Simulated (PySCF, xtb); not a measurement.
C2H4NO, SMILES [NH]C(C)=O (connectivity only; charge and spin as stated), charge -1, multiplicity 1. The values are those of a single conformer.

Harmonic wavenumbers (cm⁻¹) from GFN2-xTB (xtb 6.7.1) at its own minimum, in rising order: 85, 405, 549, 550, 797, 852, 976, 986, 1236, 1335, 1361, 1495, 1499, 1716, 2966, 2978, 3013, 3217.

### Question
What does PBE0-D3(BJ)/def2-SVPD (PySCF 2.14.0) give at its own minimum? (An estimate is asked for; the answer gives what the named calculation found.)

### Answer
121, 432, 563, 588, 844, 870, 987, 1033, 1209, 1302, 1420, 1444, 1447, 1661, 3025, 3106, 3137, 3465. Paired by order, the mean absolute difference is 60 cm⁻¹ and the zero-point energies are 37.2 and 38.1 kcal/mol.
